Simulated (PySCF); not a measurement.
C₂H₅ClO₂Si, SMILES C=C(Cl)[SiH](O)O. Atoms are numbered in the order given.

```xyz
11

C     -2.0436     0.0348     0.2375
C     -0.8128     0.2573    -0.2245
Cl    -0.4735     1.5947    -1.3036
Si     0.7035    -0.7592     0.1755
O      1.8278     0.0892     1.0519
O      0.1649    -1.9904     1.1377
H     -2.8974     0.6649    -0.0280
H     -2.2023    -0.8132     0.9094
H      1.3157    -1.2290    -1.0997
H      2.3758     0.7221     0.5797
H      0.8052    -2.3683     1.7475
```
Charge 0, spin multiplicity 1.

Geometry optimised at PBE0-D3(BJ)/def2-SVP. This is a generated structure with no PubChem entry under its InChIKey; it may be hypothetical. Other conformers were not sampled.

All values below come from PBE/def2-TZVP in PySCF.

Gas-phase values at a fixed geometry.

Computed frontier levels, gap, dipole moment and polarisability:
```
Quantity                                                                                                        Value
---------------------------------------------------------------------------------------------  ----------------------
highest occupied level                                                                                       -6.43 eV
lowest empty level                                                                                           -1.73 eV
orbital gap                                                                                                   4.70 eV
dipole moment                                                                                                  1.10 D
quadrupole, principal values (traceless, Buckingham form, about the centre of nuclear charge)   -7.50, 1.26, 6.24 D·Å
mean static polarisability                                                                      68.5 bohr³ (10.14 Å³)
polarisability, principal values                                                               50.4, 74.4, 80.6 bohr³
```
